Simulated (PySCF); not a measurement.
**Quadrupolar nuclei of `CO[C@@H](C)[SiH2]Cl` in NMR**

Species: C3H9ClOSi.
Geometry (GFN2-xTB, Å), atoms numbered from 1 in this order:
```
atom  x, y, z in Å
C1     2.1461   -0.0678   -0.1171
O2     0.8811   -0.2657   -0.6952
C3    -0.2160   -0.2103    0.2100
C4    -0.4970    1.2014    0.7250
Si5   -1.6269   -0.9525   -0.8501
Cl6   -3.3148   -0.9941    0.2553
H7     2.8765   -0.2875   -0.8941
H8     2.3020   -0.7448    0.7319
H9     2.2842    0.9640    0.2228
H10    0.0077   -0.8550    1.0772
H11   -1.4195    1.2025    1.3006
H12   -0.6033    1.8870   -0.1127
H13    0.3054    1.5594    1.3681
H14   -1.8542   -0.1104   -2.0192
H15   -1.2757   -2.3182   -1.2244
```

Computed at PBE0/pcSseg-1 (PySCF, non-relativistic):

| atom | environment | nucleus | spin I | Q (b) | CQ = χzz (MHz) | η |
| --- | --- | --- | --- | --- | --- | --- |
| O2 | ether oxygen | 17O | 5/2 | -0.0256 | -12.411 | 0.970 |
| Cl6 | silicon-bound chlorine | 35Cl | 3/2 | -0.0817 | -39.343 | 0.049 |

Problem. Recover the principal values of the field gradient from CQ = 234.96 MHz × Q × Vzz, η = (Vxx − Vyy)/Vzz and a zero trace.

Solution. Vxx = −Vzz(1 − η)/2 and Vyy = −Vzz(1 + η)/2, in au:

```csv
atom,Vxx (au),Vyy (au),Vzz (au),Vzz (10²¹ V/m²)
O2,-0.031,-2.032,2.063,20.05
Cl6,-0.974,-1.075,2.049,19.92
```

Problem. Give the quadrupolar product PQ = |CQ|√(1 + η²/3), the quadrupolar frequency νQ = 3|CQ|/[2I(2I − 1)] and the Larmor frequency ν0 = |g| × 7.62259 MHz/T × B at 28.2 T, with g(17O) = −0.75752, g(35Cl) = 0.54792.

Solution. 
```csv
atom,PQ (MHz),νQ (MHz),ν0 (MHz),νQ/ν0
O2,14.22,1.862,162.83,0.011
Cl6,39.36,19.67,117.78,0.167
```

For O2: PQ = 12.41 × 1.1460, νQ = 12.41 × 0.1500, ν0 = 5.7742 MHz/T × 28.2 T.

Problem. For half-integer spins with νQ below a tenth of ν0, find the second-order shift of the centre of gravity of the central transition at 28.2 and 35.2 T.

Solution. δ = −(3/40)(PQ/ν0)² [I(I + 1) − 3/4]/[I²(2I − 1)²], in ppm:

| site | 28.2 T | 35.2 T |
| --- | --- | --- |
| 17O at O2 | -45.8 | -29.4 |

The structure is a single GFN2-xTB conformer in the gas phase; no vibrational or solvent corrections. GFN2-xTB bond lengths can be off by several hundredths of an ångström, more for odd bonds, and the gradients follow them. The basis is small and wasn't made for field gradients, so the couplings can be 20 % off.
